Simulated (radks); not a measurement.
Values are calculated unless marked as measured or tabulated.
Task: The samarium ion Sm37+, configuration [Ar] 3d7 (the NIST ground configuration). Code: a radial shooting solver on a logarithmic mesh with Libxc functionals. Model: Dirac Kohn-Sham, LB94 model potential, spin-unpolarised, spherical densities, finite nucleus; open shells fill j = l - 1/2 first; Fermi nuclear charge, rms radius 5.0819 fm. Some entries of the table are withheld. Estimate them.

orbital  occ.  eigenvalue (eV)  <1/r> (bohr^-1)
1s1/2       2        -48579.44            68.88
2s1/2       2        -9388.653              (1)
2p1/2       2              (2)            16.43
2p3/2       4              (3)            14.65
3s1/2       2        -3249.056            6.184
3p1/2       2        -3090.086              (4)
3p3/2       4        -2955.118              (5)
3d3/2       4        -2691.931              (6)
3d5/2       3        -2661.187              (7)

Result: 
(1) 2s1/2 <1/r> (bohr^-1): 16.44
(2) 2p1/2 eigenvalue (eV): -9008.539
(3) 2p3/2 eigenvalue (eV): -8395.360
(4) 3p1/2 <1/r> (bohr^-1): 6.123
(5) 3p3/2 <1/r> (bohr^-1): 5.668
(6) 3d3/2 <1/r> (bohr^-1): 5.566
(7) 3d5/2 <1/r> (bohr^-1): 5.451
